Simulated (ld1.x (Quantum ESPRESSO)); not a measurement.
# Configuration tests for fluorine (F) (TM)

```
Element                 : F (Z = 9)
Generator               : ld1.x (Quantum ESPRESSO) 7.5
Type                    : norm-conserving Troullier–Martins (Kleinman–Bylander form)
Functional              : PBE
Relativity              : scalar-relativistic
Frozen core             : [He]
Valence charge          : 7
Reference configuration : 2s2 2p3 (charge +2)
Partial waves           : 2p (bound): rc 0.90 bohr; 3d channel at 0.05 Ry: rc 0.75 bohr; 2s (bound): rc 0.50 bohr
Local potential         : the s channel
Core correction         : none
```

Energies are relative to the spin-unpolarised reference configuration 2s2 2p3; without spin polarisation the order of configurations can differ from experiment.

(1) Give the all-electron excitation energy and the error of the potential for: 2s2 2p5; 2s2 2p4; 2s2 2p2; 2s1 2p6; 2s2 2p4.5; 2s2 2p1; 2s1 2p5.

Levels in the configuration 2s2 2p2:

```tsv
level	all-electron (eV)	pseudo (eV)
2s	-91.208	-91.208
2p	-72.761	-72.633
```

Answers

(1)

| valence configuration | charge | ΔE all-electron (eV) | error AE − PS (meV) |
| --- | --- | --- | --- |
| 2s2 2p5 | 0 | -57.775 | +38 |
| 2s2 2p4 | +1 | -38.385 | +19 |
| 2s2 2p2 | +3 | 60.638 | +48 |
| 2s1 2p6 | 0 | -38.961 | +132 |
| 2s2 2p4.5 | +0.5 | -50.232 | +30 |
| 2s2 2p1 | +4 | 146.440 | +329 |
| 2s1 2p5 | +1 | -19.282 | +110 |
